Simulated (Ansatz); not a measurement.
`C[O][Nb]([NH2])(=[S])[Cl]` + HCl → `[NH2][Nb](=[S])([Cl])[Cl]` + CH₃OH at 700 K and 1 bar (ligand exchange at the Nb–O bond).

Isolated molecules relaxed with PBE0-D4/def2-TZVP in Ansatz; ΔE leaves out vibrations. CCSD(T)/CBS adds triple-zeta CCSD(T) − MP2 to the extrapolated MP2 energy (def2 sets, frozen cores). This one scheme is used for every species. def2 core potentials past Kr. For Nb outer-core shells are correlated without core-valence functions, which leaves a few kJ/mol of doubt a bond. Each species was taken in one conformer, which may not be the lowest.

| species | CCSD(T)/CBS energy (Eh) | H − E (kJ/mol) | S (J/(mol·K)) |
| --- | --- | --- | --- |
| `C[O][Nb]([NH2])(=[S])[Cl]` | -1085.60252 | 278.4 | 554.9 |
| HCl | -460.38127 | 38.4 | 211.8 |
| `[NH2][Nb](=[S])([Cl])[Cl]` | -1430.37174 | 150.5 | 479.0 |
| CH₃OH | -115.61712 | 170.8 | 288.5 |

H − E and S are ideal-gas, rigid-rotor, harmonic terms from PBE0-D4/def2-TZVP, for one conformer and one mirror image of each species. 1 Eh = 2625.50 kJ/mol, R = 8.31446 J/(mol·K).

Task: By hand: ΔE, ΔH, ΔS and ΔG.

Result: ΔE = (-1430.37174) + (-115.61712) − (-1085.60252) − (-460.38127) = -0.00507 Eh = -13.3 kJ/mol. Δ(H − E) = 150.5 + 170.8 − 278.4 − 38.4 = 4.5, so ΔH = -8.8 kJ/mol. ΔS = 479.0 + 288.5 − 554.9 − 211.8 = 0.8 J/(mol·K). ΔG = -8.8 − 700 × (0.8)/1000 = -9.4 kJ/mol.

Task: By hand: the equilibrium constant, and the temperature at which ΔG would vanish if ΔH and ΔS stayed fixed.

Result: log₁₀ K = −ΔG/(RT ln 10) = 0.7. ΔH and −TΔS have one sign here, so there is no such temperature.

The number of gas molecules stays the same, so ΔS is small and ΔH decides. A doubt of 5 kJ/mol in ΔE shifts log₁₀ K by 0.4 here. Other conformers and mirror images would add mixing entropy, several J/(mol·K) or more a flexible species. These are equilibria of isolated gas molecules and say nothing of rates. Largest T1 diagnostic: 0.023 (customary marks: 0.02 for closed shells, 0.045 for open ones).

ΔS is within the doubt of such terms, so its sign, and with it that verdict, could turn.
